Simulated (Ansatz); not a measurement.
**Nudged elastic band run: CH7BN2**

The input (input.yaml):

```yaml
crystal:
  periodic: [false, false, false]
  atoms:
    - { symbol: C, position_ang: [-0.696429, 1.171106, -0.163339] }
    - { symbol: B, position_ang: [0.107891, -0.18504, 0.034324] }
    - { symbol: "N", position_ang: [0.09064, -0.842929, 1.289664] }
    - { symbol: "N", position_ang: [0.843361, -0.722846, -1.053966] }
    - { symbol: H, position_ang: [-1.394174, 1.098065, -1.014181] }
    - { symbol: H, position_ang: [-1.283075, 1.462245, 0.721532] }
    - { symbol: H, position_ang: [-0.008111, 2.002588, -0.389812] }
    - { symbol: H, position_ang: [0.581837, -1.703417, 1.487703] }
    - { symbol: H, position_ang: [-0.427411, -0.483166, 2.076919] }
    - { symbol: H, position_ang: [0.867874, -0.278107, -1.959068] }
    - { symbol: H, position_ang: [1.382896, -1.5755, -1.009176] }
basis:
  gaussian: { orbitals: def2-SVP }
hamiltonian:
  xc: pbe0
  dispersion: d4
neb:
  order_check: false
  images: 5
  f_tol: 0.05
  max_iterations: 60
  initial_path: idpp
  final_atoms:
    - { symbol: C, position_ang: [-0.69272576, 1.17239779, -0.16610839] }
    - { symbol: B, position_ang: [0.12691873, -0.17413421, 0.03193464] }
    - { symbol: "N", position_ang: [0.01193456, -0.89072757, 1.25075701] }
    - { symbol: "N", position_ang: [0.94552678, -0.66118323, -1.01851875] }
    - { symbol: H, position_ang: [-0.79534297, 1.73977678, 0.77267982] }
    - { symbol: H, position_ang: [-0.23594021, 1.84293696, -0.91086991] }
    - { symbol: H, position_ang: [-1.71454435, 0.94729432, -0.51718561] }
    - { symbol: H, position_ang: [0.4721338, -1.7702101, 1.43838445] }
    - { symbol: H, position_ang: [-0.563954, -0.56742815, 2.01322143] }
    - { symbol: H, position_ang: [1.04261774, -0.17125432, -1.89484457] }
    - { symbol: H, position_ang: [1.46867468, -1.52446928, -0.9788501] }
```

Run as:

```bash
$ ansatz run input.yaml --threads 1 --pin off --max-ram 2048MiB --backend cpu --events-out ev --progress --plain --runs-dir out
```

Output, in part (warnings, iteration lines, the closing report on the highest movable image, with atoms numbered from 0):

```
NEB end point (image 0): max|allowed force component| = 1.017e-2 eV/Å (the criterion of neb.relax_end_points is 1.000e-2)
NEB end point (image 6): max|allowed force component| = 4.286e-3 eV/Å (the criterion of neb.relax_end_points is 1.000e-2)
NEB iter   1: max|band force component| = 6.655e-1 eV/Å  barrier→ = 0.0885 eV  barrier← = 0.0890 eV  Δτ_max = 0.1026 Å  (166 SCF iters)
NEB iter   2: max|band force component| = 2.758e-1 eV/Å  barrier→ = 0.0063 eV  barrier← = 0.0068 eV  CI = image 3  Δτ_max = 0.0547 Å  (114 SCF iters)
NEB iter   3: max|band force component| = 2.636e-1 eV/Å  barrier→ = 0.0047 eV  barrier← = 0.0052 eV  CI = image 4  Δτ_max = 0.0285 Å  (116 SCF iters)
NEB iter   4: max|band force component| = 5.909e-2 eV/Å  barrier→ = 0.0001 eV  barrier← = 0.0006 eV  CI = image 3  Δτ_max = 0.0071 Å  (117 SCF iters)
NEB iter   5: max|band force component| = 6.323e-2 eV/Å  barrier→ = -0.0001 eV  barrier← = 0.0004 eV  CI = image 5  Δτ_max = 0.0150 Å  (98 SCF iters)
NEB iter   6: max|band force component| = 1.988e-2 eV/Å  barrier→ = -0.0001 eV  barrier← = 0.0004 eV  CI = image 5  Δτ_max = 0.0000 Å  (227 SCF iters)
Total energy: -4801.01233208 eV, -176.4339489610 hartree
Atom 0 at    -0.686608     1.177195    -0.157382 Å, force     0.004516    -0.000042    -0.000674 eV/Å
Atom 1 at     0.104099    -0.187755     0.033988 Å, force    -0.003418     0.003545     0.001998 eV/Å
Atom 2 at    -0.605667    -1.390979     0.274391 Å, force     0.002902    -0.003778    -0.000181 eV/Å
Atom 3 at     1.520763    -0.186999    -0.047726 Å, force     0.001455     0.001186    -0.001805 eV/Å
Atom 4 at    -1.764725     1.086638     0.045282 Å, force    -0.002701    -0.001148     0.001218 eV/Å
Atom 5 at    -0.290395     1.965233     0.504185 Å, force    -0.000124    -0.000973    -0.001006 eV/Å
Atom 6 at    -0.576451     1.548081    -1.190463 Å, force    -0.000429     0.000239    -0.000155 eV/Å
Atom 7 at    -0.169565    -2.294534     0.393699 Å, force    -0.001353     0.000452    -0.000021 eV/Å
Atom 8 at    -1.611928    -1.417166     0.338089 Å, force    -0.000950     0.000935    -0.000400 eV/Å
Atom 9 at     2.049269     0.654791    -0.219933 Å, force     0.001236    -0.000228     0.000382 eV/Å
Atom 10 at     2.096507    -1.011506     0.046472 Å, force    -0.001134    -0.000188     0.000643 eV/Å
Dipole moment:     0.133086    -0.222350     0.020066 e Å
```

It converged. The highest image is an end point: on this band no image between the ends rises above it.

Final band (atoms are numbered from 1 in the order of the input):

```csv
image,path coordinate (Å),energy (kJ/mol),dihedral H6–C1–B2–N3 (°)
0,0.00,0.0,-4
1,0.74,0.0,22
2,1.48,0.0,48
3,2.22,0.0,74
4,2.96,0.0,101
5,3.70,0.0,129
6,4.46,0.0,156
```

The run took 110 s on 1 thread of Arm Neoverse V1, with other jobs on the host, peak memory 0.17 GiB.
